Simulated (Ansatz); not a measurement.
A nudged elastic band was laid between two geometries of C$_{2}$H$_{8}$BOPSi (14 atoms, charge 0, multiplicity 1).

Computed with Ansatz, RKS B3LYP-D4/STO-3G.

```
movable images  : 1
climbing image  : yes
spring          : 5.0 eV/Å²
optimiser       : quadratic models (default)
start path      : IDPP
force threshold : 0.05 eV/Å
iteration limit : 60
end points      : relaxed
```

Image 0:

```xyz
14
Properties=species:S:1:pos:R:3
P -0.784 -2.588 -0.224
B -0.241 -0.826 -0.095
C 1.186 -0.301 -0.573
O 1.171 1.125 -1.013
C 0.327 1.888 -0.053
Si -1.195 0.823 0.363
H -1.474 -2.711 0.993
H 0.389 -3.234 0.200
H 1.639 -0.866 -1.415
H 1.894 -0.426 0.290
H 0.910 2.129 0.865
H 0.102 2.849 -0.553
H -2.316 1.144 -0.494
H -1.622 0.963 1.739
```

Image 2:

```xyz
14
Properties=species:S:1:pos:R:3
P -0.447 -2.595 0.608
B -0.146 -0.834 0.129
C 1.239 -0.299 -0.455
O 1.144 1.078 -1.022
C 0.306 1.894 -0.103
Si -1.151 0.813 0.474
H -1.793 -2.710 0.227
H 0.084 -3.244 -0.519
H 1.680 -0.919 -1.262
H 1.986 -0.318 0.383
H 0.912 2.241 0.765
H 0.023 2.795 -0.679
H -2.315 1.004 -0.365
H -1.535 1.065 1.847
```

What changes between the two ends?

No bond is made or broken. The height of P1 over the plane of its neighbours goes from -0.74 to 0.74 Å.

What energy profile does the band end with?

It converged. The highest image is number 1 of 0 to 2, 12.4 kcal/mol above the first end and 12.3 kcal/mol above the last; the last end lies 0.1 kcal/mol above the first. Another band between the same ends (9 images) ends at a top of the same energy, where a vibrational analysis finds 1 clearly imaginary mode. So few images can step over the top or miss a turn of the path. Limits of this set-up: minimal basis.

| image | path coordinate (Å) | energy (kcal/mol) | height of P1 over the plane of its neighbours (Å) |
| --- | --- | --- | --- |
| 0 | 0.00 | 0.0 | -0.74 |
| 1 | 0.96 | 12.4 | -0.01 |
| 2 | 1.80 | 0.1 | 0.74 |

What is the geometry of the highest image?


```xyz
14
Properties=species:S:1:pos:R:3
P -0.586 -2.461 0.189
B -0.158 -0.788 0.049
C 1.256 -0.259 -0.496
O 1.141 1.120 -1.057
C 0.304 1.921 -0.124
Si -1.162 0.837 0.429
H -1.794 -2.948 0.660
H 0.219 -3.546 -0.124
H 1.702 -0.865 -1.312
H 2.004 -0.265 0.337
H 0.907 2.249 0.753
H 0.025 2.833 -0.683
H -2.328 1.067 -0.397
H -1.544 1.076 1.806
```

The run took 22 s on 1 thread of Intel(R) Xeon(R) 6975P-C (Granite Rapids) (shared host), peak memory 0.14 GiB.
